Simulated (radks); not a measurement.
The numbers below are computed, except where a source is named.
Q: The lanthanum ion La+ is in [Xe] 5d1 6s1. Level of theory: scalar-relativistic Kohn-Sham, PBE, spin-polarised, spherical densities, finite nucleus; Fermi nuclear charge, rms radius of each element as measured or else 0.836 A^(1/3) + 0.57 fm (a radial shooting solver on a logarithmic mesh with Libxc functionals). Open shells are filled with parallel spins first. One electron is removed from 5p, 6s, 5s, 5d in turn, with full relaxation. Which removal costs least, and what does each cost?

A: 6s 11.221 eV; 5d 12.660 eV; 5p 32.733 eV; 5s 49.904 eV. The 6s electron leaves first. A further rearrangement lowers the ion to [Xe] 4f1, 10.884 eV above the parent.
